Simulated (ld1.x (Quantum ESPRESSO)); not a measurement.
**Sn: ultrasoft pseudisation with LDA (PZ), scalar-relativistic reference atom.**

ld1.x (Quantum ESPRESSO) 7.5 was run on this input:

```
&input
   title='Sn', zed=50., rel=1, dft='PZ', iswitch=3,
   config='[Kr] 4d10 5s2 5p2',
   nld=3, rlderiv=2.70, eminld=-4.0, emaxld=5.0, deld=0.02
 /
 &inputp
   pseudotype=3, tm=.true., lloc=-1, rcloc=1.65,
   nlcc=.false.,
   which_augfun='PSQ', rmatch_augfun_nc=.true.,
   file_pseudopw='Sn.UPF', file_wfcaegen='ae.wfc', file_wfcncgen='nc.wfc', file_beta='beta', file_chi='chi', file_wfcusgen='us.wfc'
 /
6
5S  1  0   2.00   0.00  1.60  2.15  0.0
5S  1  0   0.00   4.60  1.60  2.15  0.0
5P  2  1   2.00   0.00  2.15  2.50  0.0
5P  2  1   0.00   1.90  2.15  2.50  0.0
4D  3  2  10.00   0.00  1.15  1.25  0.0
4D  3  2   0.00  -0.70  1.15  1.25  0.0
 &test
   configts(1)='4d10 5s2 5p2'
 /
```

Command:

```bash
ld1.x < Sn.in > Sn.out
```

Output (shortened: banner, matrices, multipoles, cross overlaps and the repeated all-electron block are left out):

```
Program LD1 v.7.5
     --------------------------- All-electron run ----------------------------

     Sn
     scalar relativistic calculation

     atomic number is 50.00
     dft =PZ   lsd =0 sic =0 latt =0  beta=0.20 tr2=1.0E-14
     Exchange-correlation= PZ
                           (   1   1   0   0   0   0   0)
     mesh =1243 r(mesh) = 100.78374 a.u. xmin = -7.00 dx = 0.01250
     1 Ry =  13.60569312 eV, c = 137.03599908

     n l     nl                  e(Ry)          e(Ha)          e(eV)
     1 0     1S 1( 2.00)     -2130.0028     -1065.0014    -28980.1651
     2 0     2S 1( 2.00)      -321.6218      -160.8109     -4375.8869
     2 1     2P 1( 6.00)      -288.8968      -144.4484     -3930.6415
     3 0     3S 1( 2.00)       -62.0253       -31.0127      -843.8973
     3 1     3P 1( 6.00)       -51.3305       -25.6653      -698.3871
     4 0     4S 1( 2.00)        -9.8232        -4.9116      -133.6515
     4 1     4P 1( 6.00)        -6.5823        -3.2911       -89.5562
     3 2     3D 1(10.00)       -34.8160       -17.4080      -473.6958
     4 2     4D 1(10.00)        -1.9034        -0.9517       -25.8970
     5 0     5S 1( 2.00)        -0.7948        -0.3974       -10.8144
     5 1     5P 1( 2.00)        -0.2847        -0.1423        -3.8733

     final scf error:  1.7E-15 reached in  29 iterations

     Etot =  -12343.731820 Ry,   -6171.865910 Ha, -167945.027140 eV

     Ekin =   12884.626329 Ry,    6442.313164 Ha,  175304.271831 eV
     Encl =  -29860.145645 Ry,  -14930.072822 Ha, -406267.978248 eV
     Eh   =    4950.545965 Ry,    2475.272982 Ha,   67355.609190 eV
     Exc  =    -318.758469 Ry,    -159.379235 Ha,   -4336.929913 eV

     normalization and overlap integrals

     s(1S/1S) =  1.000000  <r> =   0.0291  <r2> =    0.0011  r(max) =   0.0188
     s(2S/2S) =  1.000000  <r> =   0.1256  <r2> =    0.0186  r(max) =   0.1068
     s(2P/2P) =  1.000000  <r> =   0.1096  <r2> =    0.0147  r(max) =   0.0853
     s(3S/3S) =  1.000000  <r> =   0.3399  <r2> =    0.1321  r(max) =   0.3090
     s(3P/3P) =  1.000000  <r> =   0.3381  <r2> =    0.1327  r(max) =   0.3013
     s(4S/4S) =  1.000000  <r> =   0.8183  <r2> =    0.7583  r(max) =   0.7412
     s(4P/4P) =  1.000000  <r> =   0.8858  <r2> =    0.8976  r(max) =   0.7890
     s(3D/3D) =  1.000000  <r> =   0.3148  <r2> =    0.1177  r(max) =   0.2498
     s(4D/4D) =  1.000000  <r> =   1.1011  <r2> =    1.4447  r(max) =   0.8829
     s(5S/5S) =  1.000000  <r> =   2.3836  <r2> =    6.4976  r(max) =   2.0147
     s(5P/5P) =  1.000000  <r> =   3.2208  <r2> =   12.1551  r(max) =   2.5548

     ------------------------ End of All-electron run ------------------------

     --------------------- Generating US pseudopotential ---------------------

      Generating local potential from pseudized AE potential:
      Matching radius rcloc =   1.6500

      Local pseudo, rcloc= 1.670 Estimated cut-off energy=     8.95 Ry
      Wfc-us  5S rcutus= 2.145  Estimated cut-off energy=     9.91 Ry
      Wfc-us  5S rcutus= 2.145  Estimated cut-off energy=    21.32 Ry
      Wfc-us  5P rcutus= 2.492  Estimated cut-off energy=    12.01 Ry
      Wfc-us  5P rcutus= 2.492  Estimated cut-off energy=    17.94 Ry
      Wfc-us  4D rcutus= 1.237  Estimated cut-off energy=    75.52 Ry
      Wfc-us  4D rcutus= 1.237  Estimated cut-off energy=    80.24 Ry

     Q pseudized with Bessel functions
     Expected ecutrho=     320.2014 due to l1=  2   l2=  2

     ------------------- End of pseudopotential generation -------------------

     Computing logarithmic derivative in   2.70269
     Computing logarithmic derivative in   2.70269
     Computing the partial wave expansion
     R is outside the sphere for l=    0 j= 0.00
     R is outside the sphere for l=    0 j= 0.00
     R is outside the sphere for l=    1 j= 0.00
     R is outside the sphere for l=    1 j= 0.00
     R is outside the sphere for l=    2 j= 0.00
     R is outside the sphere for l=    2 j= 0.00

     ---------------------- Testing the pseudopotential ----------------------

     Sn
     scalar relativistic calculation

     atomic number is 50.00   valence charge is 14.00
     dft =PZ   lsd =0 sic =0 latt =0  beta=0.20 tr2=1.0E-14
     mesh =1243 r(mesh) = 100.78374 xmin = -7.00 dx = 0.01250

     n l     nl             e AE (Ry)        e PS (Ry)    De AE-PS (Ry)
     3 2     4D   1(10.00)       -1.90340       -1.90340        0.00000
     1 0     5S   1( 2.00)       -0.79485       -0.79485        0.00000
     2 1     5P   1( 2.00)       -0.28469       -0.28469        0.00000

     eps = 1.3E-17  iter =  6

     Etot =  -12343.731820 Ry,   -6171.865910 Ha, -167945.027140 eV
     Etotps =  -137.478352 Ry,     -68.739176 Ha,   -1870.488266 eV

     Ekin =      92.024207 Ry,      46.012103 Ha,    1252.053117 eV
     Encl =    -312.357284 Ry,    -156.178642 Ha,   -4249.837348 eV
     Ehrt =     121.277303 Ry,      60.638651 Ha,    1650.061761 eV
     Ecxc =     -16.007353 Ry,      -8.003677 Ha,    -217.791139 eV
     Epseu=     -22.415224 Ry,     -11.207612 Ha,    -304.974658 eV

     ---------------------- End of pseudopotential test ----------------------
```

Note: ghost state, extra bound levels that the all-electron valence spectrum of the same l lacks: s at -18.5 eV. A true bound ghost makes a file unfit for plane-wave use.

Generation and configuration tests took about 3.5 s on one core of a shared server CPU.

Transferability test of the new file with ld1.x, input:

```
&input
   title='Sn', zed=50., rel=1, dft='PZ', iswitch=2,
   config='[Kr] 4d10 5s2 5p2'
 /
 &test
   file_pseudo='Sn.UPF', nconf=10,
   configts(1)='4d10 5s2 5p2',
   configts(2)='4d10 5s2 5p1',
   configts(3)='4d10 5s2 5p0',
   configts(4)='4d10 5s1 5p0',
   configts(5)='4d10 5s2 5p2.3',
   configts(6)='4d10 5s0 5p4',
   configts(7)='4d10 5s0 5p0',
   configts(8)='4d9 5s2 5p2',
   configts(9)='4d10 5s2 5p2', lsdts(9)=1,
   configts(10)='4d10 5s2 5p1', lsdts(10)=1
 /
```

```bash
ld1.x < Sn.test.in > Sn.test.out
```

Pseudopotential blocks of its output, shortened (energy terms left out):

```
     ---------------------- Testing the pseudopotential ----------------------

     n l     nl             e AE (Ry)        e PS (Ry)    De AE-PS (Ry)
     3 2     4D   1(10.00)       -1.90340       -1.90340        0.00000
     1 0     5S   1( 2.00)       -0.79485       -0.79485        0.00000
     2 1     5P   1( 2.00)       -0.28469       -0.28469        0.00000

     eps = 1.5E-17  iter =  6

     Etot =  -12343.731820 Ry,   -6171.865910 Ha, -167945.027140 eV
     Etotps =  -137.478352 Ry,     -68.739176 Ha,   -1870.488266 eV

     ---------------------- End of pseudopotential test ----------------------

          ---------------------- Testing the pseudopotential ----------------------

     n l     nl             e AE (Ry)        e PS (Ry)    De AE-PS (Ry)
     3 2     4D   1(10.00)       -2.49354       -2.49158       -0.00196
     1 0     5S   1( 2.00)       -1.33488       -1.33456       -0.00032
     2 1     5P   1( 1.00)       -0.77361       -0.77362        0.00001

     eps = 1.5E-16  iter =  9

     Etot =  -12343.210118 Ry,   -6171.605059 Ha, -167937.929014 eV
     Etotps =  -136.956514 Ry,     -68.478257 Ha,   -1863.388301 eV
     dEtot_ae =       0.521703 Ry
     dEtot_ps =       0.521838 Ry,   Delta E=      -0.000135 Ry

     ---------------------- End of pseudopotential test ----------------------

          ---------------------- Testing the pseudopotential ----------------------

     n l     nl             e AE (Ry)        e PS (Ry)    De AE-PS (Ry)
     3 2     4D   1(10.00)       -3.18876       -3.18309       -0.00567  !
     1 0     5S   1( 2.00)       -1.95023       -1.94913       -0.00110
     2 1     5P   1( 0.00)       -1.33277       -1.33282        0.00005

     eps = 4.1E-15  iter = 11

     Etot =  -12342.161717 Ry,   -6171.080858 Ha, -167923.664793 eV
     Etotps =  -135.907829 Ry,     -67.953914 Ha,   -1849.120208 eV
     dEtot_ae =       1.570104 Ry
     dEtot_ps =       1.570523 Ry,   Delta E=      -0.000420 Ry

     ---------------------- End of pseudopotential test ----------------------

          ---------------------- Testing the pseudopotential ----------------------

     n l     nl             e AE (Ry)        e PS (Ry)    De AE-PS (Ry)
     3 2     4D   1(10.00)       -4.06254       -4.06377        0.00123
     1 0     5S   1( 1.00)       -2.67965       -2.67766       -0.00199
     2 1     5P   1( 0.00)       -1.99607       -1.99462       -0.00145

     eps = 1.3E-15  iter =  9

     Etot =  -12339.850130 Ry,   -6169.925065 Ha, -167892.214057 eV
     Etotps =  -133.597241 Ry,     -66.798620 Ha,   -1817.683059 eV
     dEtot_ae =       3.881690 Ry
     dEtot_ps =       3.881111 Ry,   Delta E=       0.000579 Ry

     ---------------------- End of pseudopotential test ----------------------

          ---------------------- Testing the pseudopotential ----------------------

     n l     nl             e AE (Ry)        e PS (Ry)    De AE-PS (Ry)
     3 2     4D   1(10.00)       -1.75406       -1.75439        0.00033
     1 0     5S   1( 2.00)       -0.65434       -0.65438        0.00004
     2 1     5P   1( 2.30)       -0.15792       -0.15792        0.00000

     eps = 3.7E-16  iter = 10

     Etot =  -12343.797905 Ry,   -6171.898953 Ha, -167945.926273 eV
     Etotps =  -137.544455 Ry,     -68.772228 Ha,   -1871.387649 eV
     dEtot_ae =      -0.066085 Ry
     dEtot_ps =      -0.066103 Ry,   Delta E=       0.000018 Ry

     ---------------------- End of pseudopotential test ----------------------

          ---------------------- Testing the pseudopotential ----------------------

     n l     nl             e AE (Ry)        e PS (Ry)    De AE-PS (Ry)
     3 2     4D   1(10.00)       -2.11118       -2.12103        0.00984  !
     1 0     5S   1( 0.00)       -0.91738       -0.91762        0.00025
     2 1     5P   1( 4.00)       -0.37023       -0.37020       -0.00003

     eps = 8.2E-15  iter =  9

     Etot =  -12342.673411 Ry,   -6171.336706 Ha, -167930.626748 eV
     Etotps =  -136.419478 Ry,     -68.209739 Ha,   -1856.081556 eV
     dEtot_ae =       1.058409 Ry
     dEtot_ps =       1.058874 Ry,   Delta E=      -0.000464 Ry

     ---------------------- End of pseudopotential test ----------------------

          ---------------------- Testing the pseudopotential ----------------------

     n l     nl             e AE (Ry)        e PS (Ry)    De AE-PS (Ry)
     3 2     4D   1(10.00)       -4.99046       -4.99578        0.00532  !
     1 0     5S   1( 0.00)       -3.43052       -3.42509       -0.00542  !
     2 1     5P   1( 0.00)       -2.67692       -2.67145       -0.00547  !

     eps = 7.1E-15  iter =  5

     Etot =  -12336.795630 Ry,   -6168.397815 Ha, -167850.655461 eV
     Etotps =  -130.545532 Ry,     -65.272766 Ha,   -1776.162443 eV
     dEtot_ae =       6.936190 Ry
     dEtot_ps =       6.932820 Ry,   Delta E=       0.003370 Ry

     ---------------------- End of pseudopotential test ----------------------

          ---------------------- Testing the pseudopotential ----------------------

     n l     nl             e AE (Ry)        e PS (Ry)    De AE-PS (Ry)
     3 2     4D   1( 9.00)       -2.94233       -2.97751        0.03518  !
     1 0     5S   1( 2.00)       -1.50361       -1.50571        0.00210
     2 1     5P   1( 2.00)       -0.88705       -0.88612       -0.00092

     eps = 8.6E-15  iter = 15

     Etot =  -12341.323462 Ry,   -6170.661731 Ha, -167912.259751 eV
     Etotps =  -135.051040 Ry,     -67.525520 Ha,   -1837.463003 eV
     dEtot_ae =       2.408359 Ry
     dEtot_ps =       2.427312 Ry,   Delta E=      -0.018953 Ry

     ---------------------- End of pseudopotential test ----------------------

          ---------------------- Testing the pseudopotential ----------------------

     n l     nl             e AE (Ry)        e PS (Ry)    De AE-PS (Ry)
     3 2     4D   1( 5.00)       -1.90024       -1.90121        0.00098
     1 0     5S   1( 1.00)       -0.81891       -0.81934        0.00043
     2 1     5P   1( 2.00)       -0.31028       -0.31036        0.00009
     3 2     4D   2( 5.00)       -1.88781       -1.88592       -0.00188
     1 0     5S   2( 1.00)       -0.74975       -0.74892       -0.00083
     2 1     5P   2( 0.00)       -0.23806       -0.23777       -0.00029

     eps = 8.4E-15  iter = 20

     Etot =  -12343.766725 Ry,   -6171.883363 Ha, -167945.502045 eV
     Etotps =  -137.513455 Ry,     -68.756728 Ha,   -1870.965874 eV
     dEtot_ae =      -0.034905 Ry
     dEtot_ps =      -0.035104 Ry,   Delta E=       0.000199 Ry

     ---------------------- End of pseudopotential test ----------------------

          ---------------------- Testing the pseudopotential ----------------------

     n l     nl             e AE (Ry)        e PS (Ry)    De AE-PS (Ry)
     3 2     4D   1( 5.00)       -2.49552       -2.49426       -0.00126
     1 0     5S   1( 1.00)       -1.35339       -1.35343        0.00004
     2 1     5P   1( 1.00)       -0.79326       -0.79339        0.00013
     3 2     4D   2( 5.00)       -2.48759       -2.48452       -0.00307
     1 0     5S   2( 1.00)       -1.31079       -1.30996       -0.00083
     2 1     5P   2( 0.00)       -0.74763       -0.74745       -0.00018

     eps = 8.2E-15  iter = 13

     Etot =  -12343.221361 Ry,   -6171.610680 Ha, -167938.081981 eV
     Etotps =  -136.967838 Ry,     -68.483919 Ha,   -1863.542373 eV
     dEtot_ae =       0.510460 Ry
     dEtot_ps =       0.510514 Ry,   Delta E=      -0.000054 Ry

     ---------------------- End of pseudopotential test ----------------------
```
